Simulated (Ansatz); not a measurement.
`C[SiH]([SiH3])CF` + H₂S → `FC[SiH]([SiH3])S` + CH₄  (ligand exchange at the Si–C bond)

Computed with Ansatz on PBE0-D4/def2-TZVP structures; ΔE is electronic, products minus reactants. CCSD(T)/CBS adds triple-zeta CCSD(T) − MP2 to the extrapolated MP2 energy (def2 sets, frozen cores). This one scheme is used for every species. Functionals use def2-TZVPP. Each species was taken in one conformer, which may not be the lowest.

`C[SiH]([SiH3])CF`:

```xyz
14

C     1.408   -1.203    0.317
Si   -0.287   -0.408    0.299
Si   -0.903    0.272   -1.856
C    -0.312    1.096    1.461
F     0.574    2.069    1.001
H     1.662   -1.553    1.321
H     2.166   -0.481    0.006
H     1.452   -2.057   -0.362
H    -1.317   -1.352    0.829
H     0.123    1.177   -2.440
H    -1.042   -0.912   -2.749
H    -2.207    0.989   -1.825
H    -0.009    0.820    2.478
H    -1.309    1.545    1.522
```

H₂S:

```xyz
3

S     0.279   -0.332   -0.442
H     0.464   -0.204    0.880
H    -0.743    0.536   -0.438
```

`FC[SiH]([SiH3])S`:

```xyz
12

F    -0.521    1.626   -1.879
C    -0.187    1.764   -0.535
Si    0.670    0.179    0.063
Si   -0.695   -1.692   -0.255
S     0.983    0.531    2.160
H    -1.105    1.953    0.031
H     0.464    2.638   -0.432
H     1.965    0.028   -0.656
H    -0.107   -2.844    0.482
H    -2.048   -1.412    0.296
H    -0.810   -2.050   -1.693
H     1.390   -0.723    2.419
```

CH₄:

Cartesian coordinates in Å:
```
C 0.000 0.000 0.000
H -0.143 -0.832 -0.689
H 0.154 0.918 -0.566
H 0.872 -0.192 0.625
H -0.882 0.105 0.631
```

```
  level  ΔE (kJ/mol)
 PBE-D4        -65.7
ωB97M-V        -61.5
```

(1) What does CCSD(T)/CBS give? (An estimate is asked.)

Largest T1 diagnostic among the species: 0.012.

Answers

(1) The calculation gave: -63.6 kJ/mol. The listed levels differ from it by -2.1, 2.1 kJ/mol.
